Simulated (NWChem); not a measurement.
Molecule: C$_{3}$H$_{3}$BF$_{2}$; SMILES CC#CB(F)F

```xyz
9

C     -2.9505    -0.1523    -0.5037
C     -1.5241    -0.0778    -0.2587
C     -0.3243    -0.0173    -0.0563
B      1.1709     0.0607     0.1998
F      1.8218     1.2072     0.1429
F      1.8785    -1.0146     0.4905
H     -3.4452    -0.7908     0.2446
H     -3.1460    -0.5865    -1.4967
H     -3.4148     0.8452    -0.4697
```
Atoms are numbered in this order, from 1.

All runs: NWChem. Pople sets run with spherical d functions. Coordinates come from a PBE0/def2-SVP optimisation. Atomic charges in e: unrestrained fits to the electrostatic potential beside Mulliken populations; buried atoms are poorly determined by the fit.

Question: Estimate the computed values for Hartree-Fock/6-31G*. Quantities: ESP C1; Mulliken C1; ESP C2; Mulliken C2; ESP C3; Mulliken C3; ESP B4; Mulliken B4; ESP F5; Mulliken F5; relative RMS misfit of the potential (%).

Answer: 
```json
{
  "ESP C1": "-0.09",
  "Mulliken C1": "-0.57",
  "ESP C2": "0.18",
  "Mulliken C2": "0.18",
  "ESP C3": "-0.64",
  "Mulliken C3": "-0.40",
  "ESP B4": "1.12",
  "Mulliken B4": "0.89",
  "ESP F5": "-0.39",
  "Mulliken F5": "-0.37",
  "relative RMS misfit of the potential (%)": "23"
}
```
